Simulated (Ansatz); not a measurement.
`C[CH2][GaH][NH2]` + HBr → `[NH2][GaH][Br]` + ethane at 400 K and 1 bar (ligand exchange at a Ga–C bond).

Program: Ansatz. Geometries: PBE0-D4/def2-TZVP. ΔE: electronic, gas phase. CCSD(T)/CBS adds triple-zeta CCSD(T) − MP2 to the extrapolated MP2 energy (def2 sets, frozen cores). This one scheme is used for every species. For Br, Ga outer-core shells are correlated without core-valence functions, which leaves a few kJ/mol of doubt a bond. Scalar relativity is left out up to krypton. Each species was taken in one conformer, which may not be the lowest.

| species | CCSD(T)/CBS energy (Eh) | H − E (kJ/mol) | S (J/(mol·K)) |
| --- | --- | --- | --- |
| `C[CH2][GaH][NH2]` | -2059.58601 | 288.6 | 382.7 |
| HBr | -2573.91920 | 27.6 | 207.2 |
| `[NH2][GaH][Br]` | -4553.84396 | 112.1 | 344.5 |
| `CC` | -79.71954 | 213.5 | 244.3 |

H − E and S are ideal-gas, rigid-rotor, harmonic terms from PBE0-D4/def2-TZVP, for one conformer and one mirror image of each species. 1 Eh = 2625.50 kJ/mol, R = 8.31446 J/(mol·K).

Task: By hand: ΔE, ΔH, ΔS and ΔG.

Result: ΔE = (-4553.84396) + (-79.71954) − (-2059.58601) − (-2573.91920) = -0.05829 Eh = -153.0 kJ/mol. Δ(H − E) = 112.1 + 213.5 − 288.6 − 27.6 = 9.4, so ΔH = -143.6 kJ/mol. ΔS = 344.5 + 244.3 − 382.7 − 207.2 = -1.1 J/(mol·K). ΔG = -143.6 − 400 × (-1.1)/1000 = -143.2 kJ/mol.

Task: By hand: the equilibrium constant, and the temperature at which ΔG would vanish if ΔH and ΔS stayed fixed.

Result: log₁₀ K = −ΔG/(RT ln 10) = 18.7. ΔG = 0 at ΔH/ΔS = 130545 K, far beyond where these terms or the molecules hold.

The number of gas molecules stays the same, so ΔS is small and ΔH decides. A doubt of 5 kJ/mol in ΔE shifts log₁₀ K by 0.7 here. Other conformers and mirror images would add mixing entropy, several J/(mol·K) or more a flexible species. These are equilibria of isolated gas molecules and say nothing of rates. Largest T1 diagnostic: 0.012 (customary marks: 0.02 for closed shells, 0.045 for open ones).
